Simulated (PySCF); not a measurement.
C2H4O3Si, SMILES C#C[Si](O)(O)O. Atoms are numbered in the order given.

```xyz
10

C      0.0000     0.0000     2.7138
C      0.0000     0.0000     1.4844
Si     0.0000     0.0000    -0.3573
O      1.2497    -0.9335    -0.9273
O      0.1836     1.5491    -0.9273
O     -1.4333    -0.6155    -0.9273
H      0.0000     0.0000     3.7964
H      1.2769    -1.8403    -0.5761
H      0.9553     2.0260    -0.5761
H     -2.2322    -0.1857    -0.5761
```
Charge 0, spin multiplicity 1.

Geometry optimised at PBE-D3(BJ)/def2-SVP. This is a generated structure with no PubChem entry under its InChIKey; it may be hypothetical. The values are those of a single conformer.

All values below come from PBE/pcSseg-1 in PySCF.

GIAO shieldings, no solvent; atoms alike by connectivity are averaged. δ = σ(ref) − σ: ¹³C against TMS (σ = 182.0 ppm); ²⁹Si against TMS (σ = 335.4 ppm); ¹⁷O against H2O (σ = 334.3 ppm); ¹H against TMS (σ = 31.49 ppm), references at their B3LYP-D3(BJ)/def2-TZVP geometries, non-relativistic.

Q: Estimate the chemical shifts. (Estimate from the structure and the level; the computed values follow.)

A: 
| nucleus | atoms | count | δ (ppm) |
|---|---|---|---|
| ¹³C | C1 | 1 | 97.8 |
| ¹³C | C2 | 1 | 85.8 |
| ²⁹Si | Si3 | 1 | -62.6 |
| ¹⁷O | O4, O5, O6 | 3 | 76.9 |
| ¹H | H7 | 1 | 2.62 |
| ¹H | H8, H9, H10 | 3 | 2.37 |
